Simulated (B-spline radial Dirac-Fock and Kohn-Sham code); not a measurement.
# Kohn-Sham estimates against Dirac-Fock for the levels of Bi

System: the Bi atom in the configuration 1s2 2s2 2p6 3s2 3p6 3d10 4s2 4p6 4d10 4f14 5s2 5p6 5d10 6s1 6p4 (not the ground configuration).

The density-functional columns are spherical, spin-unpolarised Dirac-Kohn-Sham results without Breit or QED terms: −ε is minus the orbital energy of the initial state and ΔSCF the difference of two total energies. The reference in the last column comes from multi-electron Dirac-Fock with separately optimised hole states, Breit and Lamb-shift corrections added in first order. All numbers are from a B-spline atomic structure program, in eV; a selection of levels is shown. The Kohn-Sham columns are given as differences from the reference. For the 1s level of heavy atoms much of the gap between ΔSCF and the reference is the Breit and QED part, -514.8 eV here; for other levels the error of the functional can be larger.

```tsv
level	LDA −ε − DF	LDA ΔSCF − DF	Dirac-Fock
K	-148.9	+504.4	90531.6
L1	-174.4	-52.8	16403.5
L2	-116.0	+42.3	15721.5
L3	-140.0	-10.2	13428.5
M1	-98.8	-63.2	4016.8
M2	-78.2	-39.6	3711.8
M3	-78.2	-44.2	3193.1
M4	-55.0	-13.7	2699.1
M5	-57.0	-17.3	2590.9
N1	-56.1	-40.3	955.7
N2	-47.2	-31.4	822.8
N3	-46.6	-31.9	694.1
N4	-33.3	-18.7	477.9
N5	-33.2	-18.9	453.9
N6	-13.9	+0.2	171.1
N7	-14.1	-0.2	165.8
O2	-14.3	-6.4	130.1
O4	-5.6	+0.7	36.07
O5	-5.6	+0.6	33.04
P1	-4.3	-0.1	20.01
P2,3	-2.0	+1.5	7.52
```

Values without a named source are computed, but for edge energies of neutral atoms, which are taken from tables.
